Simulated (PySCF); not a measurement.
`Clc1nn[nH]c1Br`, C₂HBrClN₃

Molfile (atoms numbered from 1):
```
C2HBrClN3
     RDKit          3D

  8  8  0  0  0  0  0  0  0  0999 V2000
    2.6427   -0.3730    0.1487 Cl  0  0  0  0  0  0  0  0  0  0  0  0
    0.9531   -0.4177    0.2287 C   0  0  0  0  0  0  0  0  0  0  0  0
    0.2149   -1.5217    0.0159 N   0  0  0  0  0  0  0  0  0  0  0  0
   -1.0223   -1.2406    0.1471 N   0  0  0  0  0  0  0  0  0  0  0  0
   -1.1468    0.0440    0.4481 N   0  0  0  0  0  0  0  0  0  0  0  0
    0.0776    0.6231    0.5147 C   0  0  0  0  0  0  0  0  0  0  0  0
    0.3374    2.4195    0.9115 Br  0  0  0  0  0  0  0  0  0  0  0  0
   -2.0476    0.4758    0.5956 H   0  0  0  0  0  0  0  0  0  0  0  0
  1  2  1  0
  2  3  1  0
  3  4  2  0
  4  5  1  0
  5  6  1  0
  6  7  1  0
  6  2  2  0
  5  8  1  0
M  END
```

Method: GIAO B3LYP/pcSseg-1 magnetisability, rotational g tensor and spin-rotation constants, non-relativistic, gas phase in PySCF 2.14.0. Geometry: GFN2-xTB.

The calculation is non-relativistic, which matters for the atoms heavier than Zn.

How diamagnetic is it, and how anisotropic?

Isotropic -1333 × 10⁻³⁰ J/T², or -80.3 × 10⁻⁶ cm³/mol; principal values -1740, -1208, -1050 × 10⁻³⁰ J/T², anisotropy 626 × 10⁻³⁰ J/T² (root of half the summed squared differences of the principal values). The susceptibility is in cgs units.

Split it along the inertial axes a, b, c into diamagnetic and paramagnetic parts about the centre of mass, with the quadrupole moment.


| axis | χ (10⁻⁶ cm³/mol) | diamagnetic (10⁻⁶ cm³/mol) | paramagnetic (10⁻⁶ cm³/mol) | summed x² of all electrons (Å²) | quadrupole Θ (D Å) |
| --- | --- | --- | --- | --- | --- |
| a | -69.1 | -605.4 | 536.3 | 224.3 | -8.67 |
| b | -66.9 | -1003.8 | 936.9 | 130.4 | +7.47 |
| c | -104.8 | -1504.6 | 1399.8 | 12.3 | +1.21 |

Anisotropies 2χaa − χbb − χcc = +33.5 and 2χbb − χaa − χcc = +40.2 × 10⁻⁶ cm³/mol. Θ is traceless in Buckingham's convention.

And the rotational g tensor?


```tsv
axis	rotational constant (GHz)	g	nuclear part	electronic part
a	2.1572	-0.0323	0.5113	-0.5435
b	1.1256	-0.0230	0.4724	-0.4954
c	0.7396	-0.0007	0.4857	-0.4864
```
Asymmetric top; isotopes 79Br, 12C, 35Cl, 1H, 14N; no vibrational averaging.
